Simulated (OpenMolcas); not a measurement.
Nb4+ among 4 point charges of -2 e arranged as a tetrahedron (Td).

```yaml
Program: OpenMolcas 26.06
Method: CASSCF
Basis: ANO-RCC-VTZP [7s6p4d2f1g]
Scalar_Hamiltonian: DKH2, point nucleus
Active_space: 1 electron in 5 orbitals (4d)
State_averaging: 2S+1 = 2 even, 5 roots
Spin-orbit_coupling: RASSI with atomic mean-field integrals over the reference wave functions
```

All point charges move together. At R = 1.86 Å |10Dq| is 5249 cm-1, and at R = 1.94 Å it is 4672 cm-1.

Question: A third run gives 3957 cm-1. What distance was it run at?

Answer: With a power law R^-n the two known points give n = -ln(4672 / 5249) / ln(1.94 / 1.86) = 2.77. Then R = 1.86 × (5249 / 3957)^(1/2.77) = 2.060 Å. The run was at 2.04 Å, so the estimate is off by +0.020 Å.

An orbital doublet at a regular site is open to a Jahn-Teller distortion, which this geometry leaves out. The ground term spreads over less than 5000 cm-1, several times less than with real ligands, so orbital moments are less quenched and χT lies further from the spin-only value than at real sites (holds for R = 1.94; R = 2.04). Point charges carry no covalency, so the field is a model and not that of real ligands. No measured value stands beside these numbers.
